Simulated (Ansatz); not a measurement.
One change: `[SH][Hf]([SH])([SH])[SH]` becomes `[OH][Hf]([SH])([SH])[SH]`.

Ansatz, PBE0-D4/def2-TZVP geometries, multiplicity 1. Each molecule was computed in one conformer, which needn't be the lowest.

Elements past krypton have def2 core potentials.

| property | `[SH][Hf]([SH])([SH])[SH]` |
| --- | --- |
| LUMO energy (PBE/def2-TZVPP) / eV | -2.79 |
| LUMO energy (ωB97M-V/def2-TZVPP) / eV | 0.00 |
| HOMO–LUMO gap (ωB97M-V/def2-TZVPP) / eV | 10.12 |
| HOMO–LUMO gap (PBE0/def2-TZVPP) / eV | 5.96 |
| zero-point energy (PBE0-D4/def2-TZVP) / kJ/mol | 90.5 |
| HOMO energy (PBE/def2-TZVPP) / eV | -6.75 |

Problem. What does the change do to each property? (An estimate is asked.)

Solution. The calculation gave: 
```
                                      property  `[OH][Hf]([SH])([SH])[SH]`  shift
             LUMO energy (PBE/def2-TZVPP) / eV                       -2.32   0.47
         LUMO energy (ωB97M-V/def2-TZVPP) / eV                        0.56   0.56
       HOMO–LUMO gap (ωB97M-V/def2-TZVPP) / eV                       10.20   0.08
          HOMO–LUMO gap (PBE0/def2-TZVPP) / eV                        6.04   0.08
zero-point energy (PBE0-D4/def2-TZVP) / kJ/mol                       101.3   10.8
             HOMO energy (PBE/def2-TZVPP) / eV                       -6.34   0.41
```

With PBE0 the HOMO rises by 0.42 eV and the LUMO rises by 0.50 eV, so the gap widens by about 0.08 eV. PBE moves the HOMO by 0.41 eV and ωB97M-V by 0.47 eV.
